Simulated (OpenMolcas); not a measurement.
**Ho2+: CASPT2 settings compared**

```
Program             : OpenMolcas
Basis               : ANO-RCC-VDZ [7s6p4d2f]
Scalar Hamiltonian  : DKH2, point nucleus
Active space        : 11 electrons in 7 orbitals (4f)
State averaging     : 2S+1 = 4 odd, 21 roots; 2S+1 = 2 odd, 35 roots kept (CI in the orbitals of an earlier block)
Spin-orbit coupling : RASSI with atomic mean-field integrals over the reference wave functions, term energies averaged over their components
```

Methods on the same reference wave functions:
A. CASSCF
B. SS-CASPT2, IPEA 0.15 Eh, sigma2 regulariser 0.2 Eh (closed shells correlated: 5s 5p)
C. SS-CASPT2, IPEA 0.6 Eh, imaginary shift 0.5 Eh (closed shells correlated: 4d 5s 5p)
D. XMS-CASPT2, IPEA 0.15 Eh, imaginary shift 0.25 Eh (closed shells correlated: none)

Energies in cm⁻¹ above 4f¹¹ ⁴I°_15/2, the measured ground level; measured values from Martin, Zalubas and Hagan, Atomic Energy Levels: The Rare-Earth Elements, NSRDS-NBS 60 (1978); whole-number values converted from NIST levels in rydberg listed in Nahar, Atoms 12, 24 (2024).

| Level | A | B | C | D | Measured |
| --- | --- | --- | --- | --- | --- |
| 4f¹¹ ⁴I°_15/2 | 0.0 | 0.0 | 0.0 | 0.0 | 0.0 |
| 4f¹¹ ⁴I°_13/2 | 5542 | 5560 | 5560 | 5550 | 5439 |
| 4f¹¹ ⁴I°_11/2 | 9172 | 9120 | 9050 | 9160 | 8644 |
| 4f¹¹ ⁴I°_9/2 [71 %] | 11573 | 11360 | 11160 | 11520 | 10770 |
| 4f¹¹ ⁴F°_9/2 [66 %] | 17525 | 15700 | 14890 | 16820 | 13330 |

Deviations, from unrounded energies. A percentage is the sum of absolute deviations over the sum of measured energies, with the sign that they share, or ± where signs differ.

```
                        Against measurement  Levels      A      B      C      D
             mean absolute deviation (cm-1)       4   1400    890    620   1200
      fine structure of the ground term (%)       3   +5.8   +4.8   +3.6   +5.5
other terms of the ground configuration (%)       1  +31.5  +17.7  +11.7  +26.2
```

C lies closest to measurement on these levels and A furthest from it. The largest miss of C in the table is 4f¹¹ ⁴F°_9/2 [66 %], by +1600 cm-1. The ranking rests on the paired levels alone, and a cruder setting can come out closer through cancelling errors.

Among B to D the level of the table that moves most is 4f¹¹ ⁴F°_9/2 [66 %], by 1900 cm-1 (lowest in C, highest in D). Moves below CASPT2's spread within the term are not significant.

The two smallest mean deviations differ by little beside CASPT2's spread within terms, so their order carries little weight.

The lowest spin-free term lies below A's lowest term by 0.549 hartree in B, 0.711 hartree in C, 0.286 hartree in D.

CASPT2 breaks the degeneracy within a term, and the mean is taken; among the terms shown or strongly mixed into the levels shown the widest spread is 590 cm-1 (4f¹¹ ⁴I°, B). High states are left out of the spin-orbit mixing, which shifts the levels that they would mix with. Some levels mix across a computed gap that differs much from the measured one, so their mixing is not that of the real levels. Without dynamic correlation excited terms often stand tens of per cent too high (terms of higher spin than the ground term too low), and those without a measured partner can miss by more than the paired ones (holds for A). Some terms miss by over 15 % even with CASPT2, which points to a basis or an active space too small for the shells correlated (holds for B; D). Measured partners are found by configuration, term and J. A level has none where our copy of the source lacks it or the pairing is in doubt (some pairs that miss far off the trend of their configuration count as doubtful), and it then counts in no deviation. Only configurations of the active space appear. The table leaves out levels that lie high or whose names do not pair safely across all columns.

A share in square brackets marks a mixed level and gives the weight of the term that names it, the lowest over the columns. ° marks odd parity.
